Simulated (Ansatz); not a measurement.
A series of proton affinity values:

A. O[Si](O)(O)F [fluoro(trihydroxy)silane] + H+ → O[Si](O)([OH2+])F
B. CCC(=O)CC + H+ -> CCC(=[OH+])CC
C. OBO + H+ -> OB[OH2+]
D. OB(O)Cl + H+ -> OB([OH2+])Cl
E. C[SiH2]B(O)O + H+ → C[SiH2]B(O)[OH2+]

Quantity: proton affinity (electronic energy difference), kcal/mol. Structures are relaxed separately at B3LYP-D3(BJ)/def2-TZVP in Ansatz (an electronic-structure program), one conformer each, not searched for the lowest. Correlated levels leave the core frozen unless marked. Spin-orbit coupling is left out. Non-relativistic. CBS marks a two-point X^-3 extrapolation of the correlation energy; Hartree-Fock from the larger set. The bracket is a focal-point correction in the basis named. Positive means that the reaction releases energy.

```csv
,r2SCANh-D4/def2-TZVPD (Ansatz + dftd4),LC-wPBE-D3(BJ)/def2-TZVPD (Ansatz + dftd3),CCSD/cc-pV(D+d)Z (Ansatz),"RI-MP2/CBS(cc-pV(T+d)Z,cc-pV(Q+d)Z)+[CCSD(T)-MP2]/cc-pV(T+d)Z (Ansatz)"
A,183.1,183.9,189.7,182.5
B,209.5,209.5,208.0,206.3
C,180.5,181.6,185.4,180.5
D,173.7,174.5,177.6,173.2
E,188.3,189.3,192.5,188.0
```
